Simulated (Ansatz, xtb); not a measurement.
C6H5FO: which of two isomers lies lower

Structure I is `C=Cc1ccoc1F`, a singlet and structure II is `C=Cc1coc(F)c1`, a singlet. Both are isolated molecules in the gas phase, relaxed with PBE0-D3(BJ)/def2-SVP; each stands in its lowest conformer found.

Quicker runs give these differences E(II) − E(I): GFN2-xTB −0.28 kcal/mol; HF/STO-3G +0.38 kcal/mol (at GFN2-xTB geometries); r2SCAN-D4/def2-SVP +0.02 kcal/mol (at GFN2-xTB geometries).

Task: Estimate E(II) − E(I) at the level CCSD(T)/def2-SVP + ΔMP2/def2-TZVPP.

Result: CCSD(T)/def2-SVP + ΔMP2/def2-TZVPP gives E(II) − E(I) = −0.23 kcal/mol, slightly favouring structure II, which is too small a margin to settle the true order.

Level by level:

```csv
level,geometry,E(II) − E(I) (kcal/mol),departure from the last row (kcal/mol),"job, with rough time for the two"
GFN2-xTB,GFN2-xTB,−0.28,−0.05,"optimisation, 0.39 s"
HF/STO-3G,GFN2-xTB,+0.38,+0.61,"single point, 1.8 s"
r2SCAN-D4/def2-SVP,GFN2-xTB,+0.02,+0.25,"single point, 9.6 s"
PBE0-D3(BJ)/def2-SVP,PBE0-D3(BJ)/def2-SVP,−0.03,+0.20,"optimisation, 1.8 min"
HF/def2-SVP,PBE0-D3(BJ)/def2-SVP,−0.18,+0.05,part of the CCSD(T) run
MP2/def2-SVP,PBE0-D3(BJ)/def2-SVP,0.00,+0.23,part of the CCSD(T) run
CCSD(T)/def2-SVP,PBE0-D3(BJ)/def2-SVP,0.00,+0.23,single point
CCSD(T)/def2-SVP + ΔMP2/def2-TZVPP,PBE0-D3(BJ)/def2-SVP,−0.23,,"single point, 4 min"
```

As drawn, both hold the same kinds of bond in the same numbers.

The largest departure from CCSD(T)/def2-SVP + ΔMP2/def2-TZVPP is that of HF/STO-3G, 0.61 kcal/mol. The last row adds to CCSD(T) the change of the MP2 difference between the two basis sets, here −0.23 kcal/mol.

With thermal terms from frequencies at re-optimised GFN2-xTB minima (ideal gas, soft modes damped towards free rotors, one conformer each, 298.15 K, 1 atm): on the last row, ΔE + ΔZPE = −0.28, ΔH = −0.29, ΔG = −0.26 kcal/mol.

The correlated steps freeze 8 core orbitals. Run with Ansatz 0.2.0, xtb 6.7.1; the last row on 2 threads of Intel(R) Xeon(R) Processor @ 2.50GHz (Skylake/Cascade Lake) on a shared host.
